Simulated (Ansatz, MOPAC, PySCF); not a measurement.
Pair of molecules: H2S (SMILES S) (first 3 atoms) with H2 (SMILES [H][H]); geometry from B3LYP-D3(BJ)/def2-TZVP.
(charge 0, multiplicity 1):
```xyz
5

S      0.49914    -0.66805     0.15842
H     -0.80797    -0.94139     0.29760
H      0.28397     0.65722     0.16769
H      0.15590    -0.17409     3.27534
H     -0.05370     0.02739     3.96163
```

Interaction energies are E(AB) − E(A) − E(B) at the monomers' geometry in the complex; basis-set methods are counterpoise corrected. Rows marked so take none.

Frozen-core correlation. CBS(a, b) extrapolates the correlation energy as X⁻³ and adds the Hartree–Fock energy of set b. Rows in 6-31G* carry no dispersion term and start afresh at each structure (6-31G* with six Cartesian d functions). MP2/6-31G* freezes PySCF's default core. The state that PM3, PM6, PM7 reach isn't checked; PM7 holds dispersion and hydrogen-bond terms.

Codes used: Ansatz (Gaussian basis) for Hartree–Fock, density functionals and correlated methods; MOPAC for PM3, PM6, PM7 (differences of heats of formation); PySCF for 6-31G* rows, the dispersion terms. Values without a source in brackets are computed.

Other levels give for the interaction energy: PBE/def2-TZVPPD -16.4; B3LYP/def2-TZVPPD 3.0; B3LYP-D3(BJ)/def2-TZVPPD -16.8; wB97M-V/def2-TZVPPD -13.7; CCSD(T)/CBS(aug-cc-pV(T+d)Z, aug-cc-pV(Q+d)Z) -15.4 meV.

Common cheap choices:

```csv
level,interaction energy (meV),"less -15.4 (CCSD(T)/CBS(aug-cc-pV(T+d)Z, aug-cc-pV(Q+d)Z))"
PM3,3.9,19.3
PM6,7.1,22.5
PM7,9.9,25.3
HF/6-31G*,13.2,28.6
HF/6-31G* (no counterpoise),9.4,24.8
B3LYP/6-31G*,1.8,17.2
M06-2X/6-31G* (no counterpoise),-16.3,-0.9
MP2/6-31G* (no counterpoise),-1.9,13.5
```

Ansatz is an electronic-structure program.
